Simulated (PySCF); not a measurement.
Br2W, neutral, multiplicity 5. Atoms are numbered in the order given.

```xyz
3

W      0.0000     0.0000    -0.3861
Br     0.0000     2.3010     0.4081
Br     0.0000    -2.3010     0.4081
```
Charge 0, spin multiplicity 5.

Geometry optimised at r2SCAN-D4/def2-SVP. The multiplicity is an assumed one; other spin states were not compared. The def2 effective core potentials stand for the cores of W; spin–orbit coupling is left out.

Calculation: PySCF 2.14.0 with r2SCAN-D4/def2-SVP.

Frequencies are harmonic and unscaled.

Computed vibrational spectrum:
```tsv
mode	ν (cm⁻¹)	IR (km/mol)	moving atoms (share of kinetic energy)
1	40	1.1	Br 63 %, W 37 %
2	238	3.1	Br 90 %, W 10 %
3	276	52.0	Br 56 %, W 44 %
```
